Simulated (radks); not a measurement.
The numbers below are computed, except where a source is named.
Task: Nd+, 59 electrons, occupied as [Xe] 4f4 6s1. Code: a radial shooting solver on a logarithmic mesh with Libxc functionals. Model: scalar-relativistic Kohn-Sham, PBEsol, spin-polarised, spherical densities, finite nucleus; open shells are filled with parallel spins first (spin-orbit coupling, left out, can overturn this in heavy ions); Fermi nuclear charge, rms radius 4.9123 fm. Some entries of the table are withheld. Estimate them.

orbital,occ.,eigenvalue (eV),<1/r> (bohr^-1),<r^2> (bohr^2)
1s up,1,-43384.06,66.02,0.0007604
1s down,1,-43384.05,66.02,0.0007604
2s up,1,-7022.095,15.25,0.01204
2s down,1,-7022.072,15.25,0.01204
2p up,3,-6279.304,14.38,0.009627
2p down,3,-6279.288,14.38,0.009627
3s up,1,-1527.899,5.558,0.08115
3s down,1,-1526.812,5.561,0.08107
3p up,3,-1293.596,5.253,0.08118
3p down,3,-1292.515,5.256,0.08108
3d up,5,-968.0797,4.985,0.06888
3d down,5,-967.2392,4.988,0.06877
4s up,1,-309.2102,2.327,0.4167
4s down,1,-306.3374,2.327,0.4164
4p up,3,-232.4774,2.143,0.4711
4p down,3,-229.5823,2.144,0.4707
4d up,5,-123.3919,1.872,0.5813
4d down,5,-120.4697,1.872,0.5816
5s up,1,-47.1255,0.9023,2.422
5s down,1,-45.2095,0.8916,2.467
5p up,3,(1),0.7606,3.354
5p down,3,(2),0.7500,3.423
6s up,1,-8.6070,0.3181,17.46
4f up,4,-8.5503,1.257,1.637
4f down,0,-5.9848,1.223,1.872

Result: 
(1) 5p up eigenvalue (eV): -28.5931
(2) 5p down eigenvalue (eV): -27.0470
